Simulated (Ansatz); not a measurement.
Consider the ligand exchange at the Si–O bond: `N[SiH2]O[SiH2][SiH3]` + `OCO` → `N[SiH2]OCO` + `O[SiH2][SiH3]`.

Program: Ansatz. Geometries: PBE0-D4/def2-TZVP. ΔE: electronic, gas phase. CCSD(T)/CBS is the MP2 limit (def2-TZVPP, def2-QZVPP) plus CCSD(T) − MP2 in def2-TZVPP, frozen cores. This one scheme is used for every species. Each species was taken in one conformer, which may not be the lowest.

```tsv
species	CCSD(T)/CBS(def2) energy (Eh)
`N[SiH2]O[SiH2][SiH3]`	-1002.64080
`OCO`	-190.79619
`N[SiH2]OCO`	-536.45805
`O[SiH2][SiH3]`	-656.96789
```

Work out ΔE.

ΔE = (-536.45805) + (-656.96789) − (-1002.64080) − (-190.79619) = 0.01105 Eh = +29.0 kJ/mol.

Largest T1 diagnostic among the species: 0.012.

The D4 term adds +8.0 kJ/mol with B3LYP and +4.7 kJ/mol with PBE0; it sums over pairs of atoms, weighted by their polarisabilities, and B3LYP, whose exchange is more repulsive, gets the larger term.

B3LYP here is the variant with VWN-RPA as its local correlation; programs differ in this.
